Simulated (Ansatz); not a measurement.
```yaml
crystal:
  periodic: [true, true, true]
  atoms:
    - {symbol: C, position_ang: [-0.364731, 1.016159, -1.806921]}
    - {symbol: Zr, position_ang: [-0.112211, 0.044154, 0.183430]}
    - {symbol: C, position_ang: [1.943104, 0.504289, 0.896032]}
    - {symbol: C, position_ang: [-0.413679, -2.135621, -0.142605]}
    - {symbol: N, position_ang: [-1.530518, 0.801851, 1.415936]}
    - {symbol: H, position_ang: [-0.259758, 2.105879, -1.753048]}
    - {symbol: H, position_ang: [0.397640, 0.643924, -2.504735]}
    - {symbol: H, position_ang: [-1.345890, 0.805098, -2.248180]}
    - {symbol: H, position_ang: [1.949550, 1.058617, 1.842406]}
    - {symbol: H, position_ang: [2.471366, 1.116945, 0.153395]}
    - {symbol: H, position_ang: [2.531385, -0.410095, 1.046296]}
    - {symbol: H, position_ang: [0.375064, -2.721896, 0.346640]}
    - {symbol: H, position_ang: [-0.371233, -2.361156, -1.216616]}
    - {symbol: H, position_ang: [-1.376609, -2.501691, 0.231741]}
    - {symbol: H, position_ang: [-1.404863, 1.552309, 2.083023]}
    - {symbol: H, position_ang: [-2.488617, 0.481234, 1.473205]}
basis:
  gaussian: {orbitals: def2-TZVPP}
hamiltonian: {xc: {name: LC-wPBE}}
output: {forces: true}
```

```sh
$ ansatz run in.yaml --threads 4 --pin off --events-out ev --progress --plain --max-ram 11315MiB
```

Shortened log:

```
Error: YAML parse error: error: line 2 column 3: crystal: missing field `lattice` (a structure is typed as `lattice` and `atoms`, a molecule's as `atoms` in Å alone, or read from a run's directory, `checkpoint`)
 --> <input>:2:3
1 | crystal:
2 |   periodic: [true, true, true]
3 |   atoms:
4 |     - {symbol: C, position_ang: [-0.364731, 1.016159, -1.806921]}
```

Q: What is wrong with this run?

A: The molecule is marked periodic without a cell. The input was rejected before any iteration.
